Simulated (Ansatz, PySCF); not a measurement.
Process, species as SMILES: B[NH] → B[NH-] (an electron is taken up)
Structures are relaxed separately at B3LYP-D3(BJ)/def2-TZVP in Ansatz (a quantum-chemistry and plane-wave program), one conformer each, not searched for the lowest.
Geometry of the first species:
```xyz
5

B     -0.6755     0.1489    -0.0061
N      0.6301    -0.0972     0.0059
H     -1.4467    -0.7808    -0.0183
H     -1.1064     1.2696    -0.0052
H      1.5198    -0.5528     0.0128
```
Charge 0, spin multiplicity 2.

Wanted: adiabatic electron affinity (0 K, with B3LYP-D3(BJ) harmonic zero-point energies from PySCF), positive where the reaction releases energy, in eV. Correlated levels leave the core frozen unless marked. UHF or UKS for open shells. No spin-orbit coupling. No relativistic terms. Anions need diffuse functions: def2-D sets add few; the other sets have none. Basis-set limits of correlation are two-point, X^-3; Hartree-Fock from the larger set.

```csv
level,program,adiabatic electron affinity (eV)
PBE-D3(BJ)/def2-TZVPD,Ansatz + dftd3,?
revPBE-D4/def2-TZVPD,Ansatz + dftd4,1.85
BP86/def2-TZVPD,PySCF,1.93
PBE0/6-31G*,Ansatz,?
PBE0/def2-SVP,Ansatz,1.40
B2GP-PLYP-D3(BJ)/def2-TZVPD,Ansatz + dftd3,?
SCS-MP2/def2-SVPD,Ansatz,1.98
CCSD/6-31G*,Ansatz,0.94
CCSD/cc-pVTZ,Ansatz,?
CCSD(T) with core electrons/cc-pwCVTZ,Ansatz,1.78
"CCSD(T)/CBS(def2-TZVPPD,def2-QZVPPD)",Ansatz,2.03
```

Task: What belongs in the gaps?

Result: 
- PBE-D3(BJ)/def2-TZVPD, adiabatic electron affinity (eV): 1.82
- PBE0/6-31G*, adiabatic electron affinity (eV): 1.21
- B2GP-PLYP-D3(BJ)/def2-TZVPD, adiabatic electron affinity (eV): 1.91
- CCSD/cc-pVTZ, adiabatic electron affinity (eV): 1.67
